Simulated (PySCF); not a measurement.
Correlation energy of Eu⁴⁵⁺ (europium, charge +45)

[Ar], closed-shell 1S. Calculation: PySCF 2.14, in an even-tempered Gaussian basis (18 s from 9.6 bohr⁻², ratio 2.5; 12 p from 12 bohr⁻², ratio 2.5; 4 d from 54 bohr⁻², ratio 2.7; 4 f from 80 bohr⁻², ratio 2.7); the spin-free X2C one-electron Hamiltonian (Gaussian nucleus). Frozen: 1s2; 16 electrons correlated; the 21 highest virtual orbitals of each spin left out.

| level | correlation energy (mhartree) |
| --- | --- |
| CCSD | -670.95 |
| (T) | -0.91 |
| CCSD(T) | -671.86 |

Diagnostics: T1 = 0.00023, D1 = 0.0005, largest double amplitude 0.013.

Question: Is a single reference adequate?

Answer: Yes, within this model without spin-orbit coupling: T1 lies below 0.03 and no double amplitude reaches 0.07.

At this charge the one-electron X2C treatment keeps the bare 1/r₁₂, with no two-electron picture change or Breit term. The effect here is smaller than on the frozen 1s shell; and a scalar Hamiltonian misses the large spin-orbit splitting of the p shells, which matters for ns² → np² pairs.
